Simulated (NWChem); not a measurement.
System: GeH cation, singlet

Computed with NWChem. Low-valent species are run as closed-shell singlets; no triplet was tried in these runs. Coordinates come from a B3LYP/6-31G* (spherical d) optimisation. Total energies compare along this basis series because the functional is fixed.

```tsv
level	basis functions	energy (Ha)	highest occupied level (eV)	orbital gap (eV)
B3LYP/pcseg-1	32	-2077.0608	-14.91	4.28
B3LYP/aug-pcseg-1	45	-2077.0617	-14.90	4.28
B3LYP/pcseg-2	57	-2077.3364	-14.89	4.31
B3LYP/STO-3G	19	-2053.2814	-12.90	3.99
B3LYP/def2-SVP	37	-2077.0284	-14.91	4.29
```
